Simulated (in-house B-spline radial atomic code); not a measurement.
## LC-wPBE excitations of Ar6+

Method: LC-wPBE. Computed with an all-electron radial atomic-structure program (B-spline basis): linear response of the closed shell [Ne] 3s2 with the functional's adiabatic kernel; scalar-relativistic (spin-free one-electron X2C), finite nucleus, no spin-orbit coupling, no double excitations, S, P, D and F terms only.

Command:
```bash
python run_td.py task.json out
```
Settings (radii: box in bohr, nucleus in fm):
```
Z                        18
electrons                12
configuration            [Ne] 3s2
hamiltonian              x2c
method                   lc_wpbe
box_radius               14.35
rms_radius               3.4274
intervals                71
```

Time taken, with all properties: 0.3 s on 1 thread of Intel(R) Xeon(R) 6975P-C (Granite Rapids), on a shared host.

The lowest states, in the order of their Tamm-Dancoff energies; the method's threshold (minus the highest occupied level) is 121.27 eV. Labels give the largest channel, * marks a mixed state, and oscillator strengths are full-response dipole values. Semilocal kernels can invert the small singlet-triplet splittings of Rydberg terms. Energies in eV:

```
     state  full response  Tamm-Dancoff  oscillator strength
3s → 3p 3P         13.308        13.707                    -
3s → 3p 1P         21.112        21.814                 1.17
3s → 3d 3D              ?             ?                    -
3s → 3d 1D              ?             ?                    -
3s → 4s 3S          62.92         62.92                    -
3s → 4s 1S          64.40         64.43                    -
3s → 4p 3P          68.82         68.83                    -
3s → 4p 1P          69.37         69.40                0.189
3s → 4d 3D          76.97         76.98                    -
3s → 4d 1D          77.24         77.24                    -
```

(1) Where does 3s → 3d 1D lie?

(2) Where does 3s → 3d 3D lie?

(3) How large is the singlet-triplet splitting of 3s → 3p (P terms) in Tamm-Dancoff?

(4) What polarisabilities and dispersion coefficient does the method give?

Answers

(1) At 41.26 eV in full response, 41.27 eV in Tamm-Dancoff.

(2) At 37.83 eV in full response, 37.96 eV in Tamm-Dancoff.

(3) 8.11 eV, from the unrounded values.

(4) Dipole 2.026 bohr³, quadrupole 1.73 bohr⁵, C6 2.568 hartree·bohr⁶ for two such species.
